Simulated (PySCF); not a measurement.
## Excitation energy of Be by level of theory

Be [He] 2s2 (1S) → Be [He] 2s1 2p1 (3P), as a difference of total energies. Calculation: PySCF 2.14, in x2c-QZVPPall (7s4p2d1f, 36 functions); the spin-free X2C one-electron Hamiltonian (Gaussian nucleus). Correlated levels: valence: 1s2 frozen. The calculations carry no spin-orbit coupling.

Task: Order these methods by the excitation energy they give, lowest first.
A. MP2 (valence)
B. SCS-MP2 (valence)
C. CCSD (valence)
D. UHF

Result: D (1.618 eV), A (2.317 eV), B (2.522 eV), C (2.732 eV).

Errors of the correlated levels include the incompleteness of this basis and the frozen core.

The basis was made for the ground configuration and has no added diffuse functions, so the excitation energy can come out too high.

With two correlated electrons CCSD is exact in that space.

For comparison: 2.725 eV (measured; NIST levels, between the centres of gravity of the two terms).
